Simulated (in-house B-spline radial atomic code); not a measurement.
**RPBE excitations of the zirconium ion Zr⁴⁺**

Method: RPBE. Computed with an all-electron radial atomic-structure program (B-spline basis): linear response of the closed shell [Ar] 3d10 4s2 4p6 with the functional's adiabatic kernel; non-relativistic, point nucleus, no spin-orbit coupling, no double excitations, S, P, D and F terms only; shells from n = 2 respond. Only terms of natural parity with L up to 3 were computed.

Without relativity these are model numbers for so heavy an element.

Command:
```bash
python run_td.py task.json out
```
Settings (radii: box in bohr, nucleus in fm):
```
Z                        40
electrons                36
configuration            [Ar] 3d10 4s2 4p6
hamiltonian              nr
method                   rpbe,pbe
box_radius               19.1
intervals                55
```

Run time, properties included: 1.1 s on 1 thread of Intel(R) Xeon(R) Platinum 8559C (Emerald Rapids), with other jobs on the host.

The lowest states, in the order of their Tamm-Dancoff energies; the method's threshold (minus the highest occupied level) is 72.51 eV. Labels give the largest channel, * marks a mixed state, and oscillator strengths are full-response dipole values. Semilocal kernels can invert the small singlet-triplet splittings of Rydberg terms. Energies in eV:

```csv
state,full response,Tamm-Dancoff,oscillator strength
4p → 4d 3P,?,?,-
4p → 4d 3F,29.767,29.884,-
4p → 4d 1F,32.11,32.13,-
4p → 5s 3P,?,?,-
```

Q: Where does 4p → 5s 3P lie?

A: At 39.23 eV in full response, 39.24 eV in Tamm-Dancoff.

Q: Where does 4p → 4d 3P lie?

A: At 29.502 eV in full response, 29.590 eV in Tamm-Dancoff.

Q: How large is the singlet-triplet splitting of 4p → 4d (F terms) in Tamm-Dancoff?

A: 2.24 eV, from the unrounded values.

Q: What polarisabilities and dispersion coefficient does the method give?

A: Dipole 3.057 bohr³, quadrupole 6.253 bohr⁵, C6 11.07 hartree·bohr⁶ for two such species.
